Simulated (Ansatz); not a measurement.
The cluster Nb2P2, relaxed as a singlet with RKS PBE0-D4/def2-SVP in Ansatz, starting from the GFN2-xTB geometry. Force threshold 0.02 eV/Å.

In the def2 sets Nb takes a core potential; there is no spin–orbit coupling. The restricted singlet is unstable towards broken spin symmetry in Hartree–Fock (as tested in another run); at PBE0-D4/def2-SVP this wasn't settled. No other spin state of charge 0 was run. Another isomer (singlet) lies 0.46 eV lower at PBE0-D4/def2-TZVP; other spin states weren't run for this one.

Start:

```xyz
4

Nb    1.5351   -0.7379    1.0455
Nb   -0.8405    0.4841    1.7275
P     0.6103    0.2279   -1.6118
P    -1.3049    0.0260   -1.1612
```

| step | energy (eV) | largest force component (eV/Å) | SCF passes |
| --- | --- | --- | --- |
| 1 | -21657.1115 | 5.028 | 124 |
| 2 | -21659.9075 | 4.274 | 57 |
| 3 | -21661.3395 | 2.826 | 47 |
| 4 | -21662.4346 | 0.906 | 43 |
| 5 | -21662.9250 | 0.635 | 44 |
| 6 | -21663.4686 | 0.832 | 49 |
| 7 | -21663.5970 | 1.041 | 45 |
| 8 | -21663.7121 | 0.165 | 45 |
| 9 | -21663.7167 | 0.051 | 38 |
| 10 | -21663.7170 | 0.009 | 41 |

Force components are those of the run's own axes.

End:

```xyz
4

Nb    0.8136   -0.9956    0.6354
Nb   -0.3859    0.8387    1.0975
P     0.7223    0.7339   -1.0382
P    -1.1500   -0.5770   -0.6947
```

Bonds formed: Nb1–P4, Nb2–P3 (atoms count from 1).

No frequencies were taken in this run, so the end may be a saddle point.

It took 24 s on 4 threads of Arm Neoverse V1 on a shared host.
